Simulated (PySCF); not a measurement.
PySCF job for W(S)(F)2(OH)2 (F₂H₂O₂SW), SMILES [OH][W]([OH])([F])([F])=[S], multiplicity 1, PBE-D3(BJ)/def2-SVP. Coordinates come from a PBE-D3(BJ)/def2-SVP optimisation. The multiplicity is an assumed one; no other spin state was optimised. The structure was generated by enumeration; whether it is a known compound was not checked. The def2 effective core potentials stand for the cores of W; spin–orbit coupling is left out. Other conformers were not sampled.

```python
import numpy as np
from pyscf import gto, scf, dft, df
from pyscf.hessian import thermo

mol = gto.M(
    atom='''
    W    -0.11390459   -0.05703460    0.00000000
    S     1.98564926    0.34874178   -0.00000002
    F    -0.22943870   -1.92798829    0.00000005
    F    -0.94176145    1.67250334   -0.00000003
    O    -0.64673879   -0.02294484    1.82015906
    H    -1.22641310    0.65358742    2.21636880
    O    -0.64673882   -0.02294492   -1.82015905
    H    -1.22641312    0.65358732   -2.21636882
    ''',
    basis='def2-SVP',
    ecp={'W': 'def2-svp'},
    charge=0,
    spin=0,
    max_memory=1600,
    verbose=3,
)
mf = dft.RKS(mol, xc='pbe').density_fit(auxbasis='def2-universal-jkfit')
mf.disp = 'd3bj'
mf.grids.level = 3
mf.conv_tol = 1e-11
mf.max_cycle = 100
mf.kernel()

# [left out here: the lines that compute and print the analytic Hessian (its translational invariance restored by hand, since the grid's response is missing), thermochemistry and intensities]
```

Log of the run:

```
converged SCF energy = -816.009204811509

WARN: DFTD3 does not support analytical Hessian, using finite difference


WARN: Mole.unit (angstrom) is changed to Bohr

Mode                                 0                   1                   2
Irrep
Freq [cm^-1]                      100.7600            121.7058            172.4798
Reduced mass [au]                  14.4801              2.6155              4.1056
Force const [Dyne/A]                0.0866              0.0228              0.0720
Char temp [K]                     144.9712            175.1075            248.1600
Normal mode                   x     y     z       x     y     z       x     y     z
       0   W                -0.00 -0.01  0.00   -0.00 -0.00  0.02   -0.00  0.02  0.00
       1   S                -0.01  0.03 -0.00   -0.00  0.00 -0.00    0.02 -0.10  0.00
       2   F                 0.07 -0.01 -0.00   -0.00 -0.00 -0.12    0.10  0.02 -0.00
       3   F                 0.14  0.06 -0.00    0.00 -0.00 -0.09   -0.05  0.00 -0.00
       4   O                -0.10 -0.04 -0.03    0.04  0.04  0.02   -0.03 -0.04 -0.01
       5   H                 0.04  0.07 -0.00   -0.31 -0.27  0.03   -0.25 -0.20 -0.07
       6   O                -0.10 -0.04  0.03   -0.04 -0.04  0.02   -0.03 -0.04  0.01
       7   H                 0.04  0.07  0.00    0.31  0.27  0.03   -0.25 -0.20  0.07
Mode                                 3                   4                   5
Irrep
Freq [cm^-1]                      206.6254            209.6872            230.3899
Reduced mass [au]                   3.9129             11.7207              5.3547
Force const [Dyne/A]                0.0984              0.3036              0.1675
Char temp [K]                     297.2880            301.6932            331.4798
Normal mode                   x     y     z       x     y     z       x     y     z
       0   W                 0.00 -0.02  0.00    0.00 -0.00 -0.02   -0.03 -0.00 -0.00
       1   S                 0.01 -0.03 -0.00    0.00  0.00  0.11   -0.03 -0.03  0.00
       2   F                 0.07 -0.02 -0.00    0.00 -0.00  0.00    0.12 -0.01  0.00
       3   F                -0.05 -0.01 -0.00   -0.00 -0.00  0.00    0.05  0.03  0.00
       4   O                -0.04  0.12 -0.02    0.12  0.02  0.01    0.09  0.02  0.03
       5   H                -0.01  0.26 -0.19    0.14  0.03  0.03    0.21  0.05  0.16
       6   O                -0.04  0.12  0.02   -0.12 -0.02  0.01    0.09  0.02 -0.03
       7   H                -0.01  0.26  0.19   -0.14 -0.03  0.03    0.21  0.05 -0.16
Mode                                 6                   7                   8
Irrep
Freq [cm^-1]                      277.7309            301.0502            331.3231
Reduced mass [au]                   1.7194              1.5539              3.7964
Force const [Dyne/A]                0.0781              0.0830              0.2455
Char temp [K]                     399.5929            433.1443            476.7002
Normal mode                   x     y     z       x     y     z       x     y     z
       0   W                -0.00 -0.00  0.02    0.01  0.01  0.00   -0.00  0.00 -0.01
       1   S                -0.00  0.00 -0.00    0.03 -0.03  0.00   -0.00  0.00  0.00
       2   F                 0.00 -0.00 -0.13    0.00  0.03 -0.00   -0.00 -0.00 -0.05
       3   F                 0.00  0.00 -0.04   -0.07 -0.03 -0.00    0.00  0.00  0.14
       4   O                -0.02  0.03  0.00   -0.04 -0.05 -0.01   -0.01  0.10 -0.00
       5   H                 0.40  0.34  0.10    0.46  0.26  0.19   -0.18  0.11 -0.26
       6   O                 0.02 -0.03  0.00   -0.04 -0.05  0.01    0.01 -0.10 -0.00
       7   H                -0.40 -0.34  0.10    0.46  0.26 -0.19    0.18 -0.11 -0.26
Mode                                 9                  10                  11
Irrep
Freq [cm^-1]                      541.0392            567.7994            585.3024
Reduced mass [au]                  15.2165              1.5134              5.4668
Force const [Dyne/A]                2.6244              0.2875              1.1034
Char temp [K]                     778.4350            816.9369            842.1198
Normal mode                   x     y     z       x     y     z       x     y     z
       0   W                 0.03  0.01  0.00    0.00  0.00  0.00    0.01 -0.00 -0.00
       1   S                -0.15 -0.03 -0.00   -0.00 -0.00  0.00   -0.03 -0.01 -0.00
       2   F                -0.01  0.03 -0.00   -0.00 -0.00  0.01   -0.01 -0.07 -0.00
       3   F                 0.00 -0.02 -0.00   -0.00 -0.00  0.06   -0.06  0.12 -0.00
       4   O                -0.01 -0.02  0.02   -0.02  0.06 -0.07    0.01  0.02 -0.11
       5   H                 0.02  0.08 -0.11    0.06 -0.23  0.51    0.05 -0.15  0.21
       6   O                -0.01 -0.02 -0.02    0.02 -0.06 -0.07    0.01  0.02  0.11
       7   H                 0.02  0.08  0.11   -0.06  0.23  0.51    0.05 -0.15 -0.21
Mode                                12                  13                  14
Irrep
Freq [cm^-1]                      618.5335            690.3007            697.6969
Reduced mass [au]                   3.7683             10.7701              5.5836
Force const [Dyne/A]                0.8494              3.0238              1.6014
Char temp [K]                     889.9320            993.1891           1003.8305
Normal mode                   x     y     z       x     y     z       x     y     z
       0   W                 0.00  0.02 -0.00   -0.00 -0.02  0.00   -0.00  0.00  0.03
       1   S                -0.02 -0.01  0.00   -0.01 -0.00 -0.00    0.00 -0.00 -0.00
       2   F                 0.00 -0.05 -0.00    0.01  0.20 -0.00   -0.00 -0.00  0.00
       3   F                 0.06 -0.15 -0.00    0.01 -0.01 -0.00    0.00 -0.00 -0.01
       4   O                -0.02  0.05 -0.04    0.01  0.02 -0.06    0.05 -0.02 -0.14
       5   H                -0.01 -0.16  0.30   -0.02 -0.11  0.10    0.03  0.03 -0.26
       6   O                -0.02  0.05  0.04    0.01  0.02  0.06   -0.05  0.02 -0.14
       7   H                -0.01 -0.16 -0.30   -0.02 -0.11 -0.10   -0.03 -0.03 -0.26
Mode                                15                  16                  17
Irrep
Freq [cm^-1]                      736.6854           3749.8098           3751.4376
Reduced mass [au]                   2.5331              1.0669              1.0680
Force const [Dyne/A]                0.8100              8.8391              8.8557
Char temp [K]                    1059.9263           5395.1415           5397.4835
Normal mode                   x     y     z       x     y     z       x     y     z
       0   W                 0.01 -0.01  0.00   -0.00 -0.00 -0.00    0.00  0.00 -0.00
       1   S                -0.00  0.00 -0.00   -0.00 -0.00 -0.00    0.00  0.00 -0.00
       2   F                 0.00  0.02 -0.00    0.00  0.00 -0.00   -0.00 -0.00  0.00
       3   F                -0.03  0.05 -0.00    0.00 -0.00 -0.00   -0.00  0.00 -0.00
       4   O                -0.06  0.04  0.11   -0.03  0.03  0.02   -0.03  0.03  0.02
       5   H                -0.07 -0.15  0.39    0.41 -0.47 -0.29    0.41 -0.47 -0.29
       6   O                -0.06  0.04 -0.11    0.03 -0.03  0.02   -0.03  0.03 -0.02
       7   H                -0.07 -0.15 -0.39   -0.41  0.47 -0.29    0.41 -0.47  0.29
temperature 298.1500 [K]
pressure 101325.00 [Pa]
Rotational constants [GHz] 2.06284 1.81166 1.73000
Symmetry number 1
Zero-point energy (ZPE) 0.03164 [Eh]   83082.788 [J/mol]
                           tot       elec      trans        rot        vib
Entropy [J/mol/K]       389.765      0.000    179.369    118.403     91.993
Cv [J/mol/K]            121.027      0.000     12.472     12.472     96.084
Cp [J/mol/K]            129.342      0.000     20.786     12.472     96.084
Internal energy [J/mol]                      3718.434   3718.434  98610.655
Internal energy [Eh]   -815.96881  -816.00920
Enthalpy [J/mol]                             6197.391   3718.434  98610.655
Enthalpy [Eh]          -815.96787
Gibbs free energy [J/mol]                  -47281.371 -31583.393  71182.843
Gibbs free energy [Eh] -816.01213
mode   freq/cm-1   IR/(km/mol)
   1      100.76         7.655
   2      121.71        29.155
   3      172.48        25.940
   4      206.63         5.145
   5      209.69         0.213
   6      230.39         1.703
   7      277.73        12.556
   8      301.05       142.426
   9      331.32        60.862
  10      541.04        62.488
  11      567.80       333.207
  12      585.30        16.054
  13      618.53        48.514
  14      690.30       137.998
  15      697.70        86.227
  16      736.69        49.556
  17     3749.81       227.342
  18     3751.44       251.251
max |gradient| / (hartree/bohr): 0.00021133362300254508
APT charges: [ 2.3864 -0.3913 -0.5506 -0.5718 -0.7975  0.3612 -0.7975  0.3612]
```

The calculation finished and met its thresholds.

Cost: around 90 core-seconds (rough).
